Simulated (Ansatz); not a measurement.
The same path of C$_{2}$H$_{6}$AlClO (11 atoms, charge 0, multiplicity 1) was run twice with different band settings. The coordinate that changes most is the dihedral H9–Al3–C4–Cl5.

Level of theory: RKS B3LYP/def2-SVP (Ansatz).

Relaxed end points:

```xyz
11
Properties=species:S:1:pos:R:3
C -1.372 1.049 1.107
O -0.542 -0.067 1.183
Al 0.553 -1.037 0.324
C 0.948 -0.691 -1.571
Cl 2.446 0.299 -1.035
H -1.486 1.435 0.074
H -2.383 0.807 1.484
H -0.979 1.876 1.728
H 1.222 -2.227 1.100
H 1.332 -1.496 -2.211
H 0.328 -0.005 -2.163
```

```xyz
11
Properties=species:S:1:pos:R:3
C -1.577 1.264 0.977
O -0.429 0.726 0.393
Al 0.399 -0.746 0.210
C 1.841 -0.765 -1.115
Cl 0.664 -1.523 -2.357
H -2.293 1.596 0.202
H -2.105 0.544 1.634
H -1.323 2.148 1.589
H 0.029 -2.018 1.067
H 2.180 0.183 -1.554
H 2.681 -1.465 -1.026
```

Common settings: movable images 7; spring 5.0 eV/Å²; start path IDPP; force threshold 0.03 eV/Å; iteration limit 60; end points relaxed.

| run | climbing image | optimiser |
| --- | --- | --- |
| 1 | yes | quadratic models (default) |
| 2 | from the first iteration | fire |

Task: What does each run give, and how far can it be trusted?

Result: Run 1: converged after 31 iterations, highest image 0.066 eV above the first end. The profile has 2 maxima (images 3, 7) with wells between them (image 6): this band takes more than one step, which may be the mechanism or a detour left from its start path. A vibrational analysis at the climbing image gives no mode beyond 40i cm⁻¹: the surface is too flat there to confirm a saddle point.
Run 2: not converged after 60 iterations, highest image 0.143 eV above the first end. The band didn't meet its force threshold, so its energies are provisional: the largest band force was still 0.07 eV/Å, and over the last iterations the top stayed at 0.14 eV.
